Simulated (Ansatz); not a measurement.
# HfHCl3O (SMILES Cl[Hf](Cl)(Cl)O): the energy to break a bond

The species is HfHCl3O (6 atoms), meant as a singlet with charge 0. As SMILES, `Cl[Hf](Cl)(Cl)O`. Geometry: optimised at r2SCAN/def2-SVP.

```xyz
6

Cl    0.8840   -0.0955   -2.3515
Hf   -0.0232   -0.3570   -0.1982
Cl   -2.2792   -1.0013   -0.3487
Cl    1.1950   -1.9741    0.9969
O     0.0843    1.2951    0.7187
H     0.1390    2.1329    1.1828
```

Wanted: the dissociation energy of the Cl4–Hf2 bond into doublet Cl and doublet HfHCl2O (shapes relaxed at r2SCAN/def2-SVP, no zero-point term). 1 Eh = 2625.50 kJ/mol = 27.2114 eV. Totals in Eh; open shells run unrestricted unless said.

```tsv
level	program	HfHCl3O	doublet Cl	doublet HfHCl2O
HF/def2-SVP (core potential)	Ansatz	-1501.257412	-459.319303	-1041.793448
PBE/def2-SVP (core potential)	Ansatz	-1503.645902	-459.797020	-1043.655016
MP2/def2-SVP (core potential), 16 core orbitals frozen	Ansatz	-1502.056244	-459.428240	-1042.437054
```

Q: Work out the dissociation energy at each level.

A: 
1. HF/def2-SVP (core potential): (-459.319303) + (-1041.793448) − (-1501.257412) = 0.144661 Eh = 379.8 kJ/mol = 3.94 eV.
2. PBE/def2-SVP (core potential): (-459.797020) + (-1043.655016) − (-1503.645902) = 0.193866 Eh = 509.0 kJ/mol = 5.28 eV.
3. MP2/def2-SVP (core potential): (-459.428240) + (-1042.437054) − (-1502.056244) = 0.190950 Eh = 501.3 kJ/mol = 5.20 eV.

The levels span 380 to 509 kJ/mol; no measured value is set beside them. Hartree–Fock lacks the correlation of the electrons that are unpaired, so it comes out low. A bond enthalpy at 298 K also holds the loss of zero-point energy and thermal terms.
